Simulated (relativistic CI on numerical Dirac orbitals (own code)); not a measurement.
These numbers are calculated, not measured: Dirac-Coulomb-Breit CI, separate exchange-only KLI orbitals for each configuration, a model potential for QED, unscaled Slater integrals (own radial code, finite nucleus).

The strongest absorption lines from the ground level of an ion, among the configurations computed and to levels below about 1680 eV (vacuum wavelength in Å, gf): 7.5133 (2.9), 7.5167 (2), 7.5470 (0.95), 7.7415 (0.44), 7.8504 (0.84), 9.0846 (0.36), 9.0881 (0.4), 33.134 (0.82).

**Question.** Which ion is it?
A. Ta⁴⁶⁺
B. Ho⁴²⁺
C. Ho⁴⁰⁺
D. Yb⁴³⁺

**Answer.** C. Ho⁴⁰⁺ has 27 electrons and the ground level 3s²3p⁶3d⁹ ²D5/2; the strongest line goes to 3s²3p⁶3d⁸4f ⁴G°7/2. The pattern of lines fixes the number of electrons, and along that sequence the line energies rise steadily with the charge (about as its square where n changes within one kind of shell, about linearly where n is kept but much faster in heavy ions where fine structure, which grows about as Z⁴, sets the gap, and irregularly where shells cross), which fixes Z. Configurations outside the model, such as inner-shell arrays, can give stronger lines. At this charge energies of transitions that change n are usually good to better than 1 %, and those within a shell (Δn = 0) to a few per cent.

LS names give the leading component of a level, which can be under half, so a name can repeat, a term be missing and a line seem to break the LS rules.
